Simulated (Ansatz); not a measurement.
Ideal-gas functions of C$_{2}$HCl$_{2}$I, SMILES `ClC(Cl)=CI` at 600 K and 1 bar, from an Ansatz frequency run at PBE0-D4/def2-TZVP.

Molar mass 222.84 g/mol, point group Cs (symmetry number 1), electronic degeneracy 1, moments of inertia 130.207, 733.562, 863.77 u Å². Harmonic wavenumbers (cm⁻¹, unscaled): 129, 166, 235, 337, 490, 622, 722, 794, 917, 1215, 1644, 3243.

Use S(trans) = R[1.5 ln M + 2.5 ln T − 1.1517]; rotational temperatures θ = 24.2544 K / I; S(rot) = R[ln(√π/σ · √(T³/θAθBθC)) + 1.5]; for each mode x = 1.438777 ν̃/T, S = R[x/(eˣ − 1) − ln(1 − e⁻ˣ)] and H = RT x/(eˣ − 1); 1 cm⁻¹ = 0.0119627 kJ/mol; R = 8.31446 J/(mol·K).

By hand: the entropy, in J/(mol·K).

Translation 190.8. Rotation: θ = 0.1863, 0.0331, 0.0281 K, giving 133.0. Vibration, mode by mode: 18.10, 16.03, 13.19, 10.31, 7.44, 5.72, 4.72, 4.11, 3.26, 1.85, 0.81, 0.03, in all 85.6. Electronic 0.0. Sum 409.4 J/(mol·K).

By hand: H − E and G − E in kJ/mol, counted from the electronic energy.

Zero-point energy ½ × 10514 × 0.0119627 = 62.9; thermal vibration 26.2; translation, rotation and pV give 4 RT = 20.0. H − E = 109.1 kJ/mol, and G − E = 109.1 − 600 × 409.4/1000 = -136.5 kJ/mol.

Vibration gives 21 % of the entropy, 18.1 J/(mol·K) of it from the mode under 150 cm⁻¹: soft modes count most, and the harmonic formula is weakest for them.
